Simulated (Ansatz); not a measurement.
`C[SiH2]CCl` + `[NH2][GeH3]` → `C[SiH2][NH][GeH3]` + `CCl` at 400 K and 1 bar (ligand exchange at the Si–C bond).

Calculated with Ansatz (gas phase, PBE0-D4/def2-TZVP geometries, no zero-point term in ΔE). CBS: MP2 limit from def2 TZ/QZ plus the TZ coupled-cluster correction, frozen cores. This one scheme is used for every species. For Ge outer-core shells are correlated without core-valence functions, which leaves a few kJ/mol of doubt a bond. Scalar relativity is left out up to krypton. One conformer a species, not always the lowest.

```tsv
species	CCSD(T)/CBS energy (Eh)	H − E (kJ/mol)	S (J/(mol·K))
`C[SiH2]CCl`	-829.18668	246.6	367.8
`[NH2][GeH3]`	-2133.81884	149.5	296.9
`C[SiH2][NH][GeH3]`	-2463.39859	282.7	421.9
`CCl`	-499.63220	114.2	247.0
```

H − E and S are ideal-gas, rigid-rotor, harmonic terms from PBE0-D4/def2-TZVP, for one conformer and one mirror image of each species. 1 Eh = 2625.50 kJ/mol, R = 8.31446 J/(mol·K).

Problem. By hand: ΔE, ΔH, ΔS and ΔG.

Solution. ΔE = (-2463.39859) + (-499.63220) − (-829.18668) − (-2133.81884) = -0.02527 Eh = -66.3 kJ/mol. Δ(H − E) = 282.7 + 114.2 − 246.6 − 149.5 = 0.8, so ΔH = -65.5 kJ/mol. ΔS = 421.9 + 247.0 − 367.8 − 296.9 = 4.2 J/(mol·K). ΔG = -65.5 − 400 × (4.2)/1000 = -67.2 kJ/mol.

Problem. By hand: the equilibrium constant, and the temperature at which ΔG would vanish if ΔH and ΔS stayed fixed.

Solution. log₁₀ K = −ΔG/(RT ln 10) = 8.8. ΔH and −TΔS have one sign here, so there is no such temperature. One of them is within its doubt of zero, so this could turn.

The number of gas molecules stays the same, so ΔS is small and ΔH decides. A doubt of 5 kJ/mol in ΔE shifts log₁₀ K by 0.7 here. Other conformers and mirror images would add mixing entropy, several J/(mol·K) or more a flexible species. Modes under 60 cm⁻¹, often nearly free rotors, make the harmonic entropy too high. These are equilibria of isolated gas molecules and say nothing of rates. Largest T1 diagnostic: 0.011 (customary marks: 0.02 for closed shells, 0.045 for open ones).
